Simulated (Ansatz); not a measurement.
`C=CN[SiH2][AlH2]` → `N=[CH][AlH][CH2][SiH3]`  (isomerisation)

Program: Ansatz. Geometries: PBE0-D4/def2-TZVP. ΔE: electronic, gas phase. CBS: MP2 limit from def2 TZ/QZ plus the TZ coupled-cluster correction, frozen cores. Functionals use def2-TZVPP. Each species was taken in one conformer, which may not be the lowest.

`C=CN[SiH2][AlH2]`:

Z-matrix (Å, degrees):
```
C
Al 1 2.200
C 1 1.396 2 98.9
H 1 1.089 2 91.8 3 117.9
H 1 1.084 2 114.5 3 -124.7
Si 2 2.493 1 78.5 3 -50.9
H 2 1.594 1 108.3 3 -171.7
H 2 1.600 1 108.6 3 55.7
N 3 1.322 1 122.5 2 55.9
H 3 1.089 1 120.1 2 -118.1
H 6 1.493 2 130.2 1 140.8
H 6 1.497 2 119.4 1 -69.5
H 9 1.008 3 116.4 1 -178.5
```

`N=[CH][AlH][CH2][SiH3]`:

Cartesian coordinates in Å:
```
N -2.580 -2.205 0.106
C -1.400 -1.776 0.342
Al -0.548 -0.420 -0.820
C 1.237 0.294 -0.521
Si 1.287 1.674 0.737
H -2.976 -1.756 -0.726
H -0.927 -2.225 1.226
H -1.484 0.048 -2.017
H 1.896 -0.505 -0.163
H 1.647 0.673 -1.464
H 0.796 1.181 2.054
H 0.395 2.790 0.315
H 2.656 2.226 0.930
```

CCSD(T)/CBS gives +0.66 eV.

Another level gave +0.67 eV. Which?
A. MP2/def2-TZVPP
B. r2SCAN-D4/def2-TZVPP
C. CCSD/def2-TZVPP
D. ωB97X-V/def2-TZVPP

A. MP2/def2-TZVPP 0.67, ωB97X-V 0.74, r2SCAN-D4 0.88, CCSD/def2-TZVPP 0.60 eV.

Largest T1 diagnostic among the species: 0.016.

The D4 term adds +0.11 eV with B3LYP and +0.05 eV with PBE0; it sums over pairs of atoms, weighted by their polarisabilities, and B3LYP, whose exchange is more repulsive, gets the larger term. In def2-TZVPP, CCSD(T) changes the Hartree–Fock value by +0.17 eV (the triples alone add +0.05 eV) and MP2 by +0.19 eV.

B3LYP here is the variant with VWN-RPA as its local correlation; programs differ in this.
